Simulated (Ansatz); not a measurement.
Job for Ansatz (a program for electronic structure): R-CCSD(T)/def2-SVP on CAu4 (SMILES [Au][C]([Au])([Au])[Au]). Elements past Kr take the def2 small-core potentials; no spin–orbit coupling.

Ansatz 0.2 input:
```yaml
crystal:
  periodic: [false, false, false]
  atoms:
    - {symbol: C, position_ang: [-0.00000000, -0.00000000, 0.00000000]}
    - {symbol: Au, position_ang: [2.01074327, 0.00000000, 0.00000000]}
    - {symbol: Au, position_ang: [-2.01074327, 0.00000000, 0.00000000]}
    - {symbol: Au, position_ang: [0.00000000, 2.01074327, -0.00000000]}
    - {symbol: Au, position_ang: [0.00000000, -2.01074327, -0.00000000]}
basis:
  gaussian:
    orbitals: def2-SVP
magnetization: {spin_polarized: false}
correlation: {method: ccsd_t, electrons: outside_noble_gas}
scf: {lower_state_search: off}
```

Program output:

```
WARN ansatz: RAYON_NUM_THREADS=4 ignored (pool sized by the plan → 4); use --threads N
Functional definition: HF
these checks for a lower state are left out or cut short: stability, starts, cluster_reference, orbital_swaps, neighbouring_geometries, increment
integrals: 0.37 GiB planned
1448 factors; integrals over basis functions are off by at most 1.2e-3 eV
mean field: 0.83 GiB planned
mean field evaluation 1: about -15689.4081 eV, gradient 3.5e1 eV
mean field evaluation 2: about -15690.4096 eV, gradient 3.5e1 eV
mean field evaluation 4: about -15694.0862 eV, gradient 6.9e0 eV
mean field evaluation 8: about -15694.3795 eV, gradient 8.8e-1 eV
mean field evaluation 16: about -15694.3911 eV, gradient 2.7e-6 eV
mean field -15694.39114250 eV, -576.7582364466 hartree, gradient 2.7e-6 eV, S^2 0.000000; 0 other end points of the search recorded, 0 dependent functions left out
17 core orbitals not correlated
reference -15694.39114250 eV, -576.7582364466 hartree; 24, 24 occupied and 101, 101 virtual orbitals, 1448 factors
second order -37.22123742 eV of doubles, -0.00000000 eV of singles
coupled cluster: 0.91 GiB planned
cycle   1  -31.70645552 eV  change     5.5e0 eV  update   3.3e-1
cycle   2  -33.64901842 eV  change    -1.9e0 eV  update   1.6e-1
cycle   3  -34.00525858 eV  change   -3.6e-1 eV  update   6.5e-2
cycle   4  -33.94909119 eV  change    5.6e-2 eV  update   2.9e-2
cycle   5  -33.91587744 eV  change    3.3e-2 eV  update   1.4e-2
cycle   6  -33.92582794 eV  change   -1.0e-2 eV  update   4.7e-3
cycle   7  -33.92908197 eV  change   -3.3e-3 eV  update   1.6e-3
cycle   8  -33.92877921 eV  change    3.0e-4 eV  update   5.6e-4
cycle   9  -33.92888706 eV  change   -1.1e-4 eV  update   2.2e-4
cycle  10  -33.92914297 eV  change   -2.6e-4 eV  update   8.7e-5
cycle  11  -33.92891687 eV  change    2.3e-4 eV  update   4.0e-5
cycle  12  -33.92893206 eV  change   -1.5e-5 eV  update   1.6e-5
perturbative correction -1.73339748 eV, -0.0637011823 hartree
Total energy: -15730.05347204 eV, -578.0688028842 hartree
Checks for a lower state left out: stability, starts, cluster_reference, orbital_swaps, neighbouring_geometries, increment
```

The run converged.

Cost: about 40 core-seconds (a rough figure).
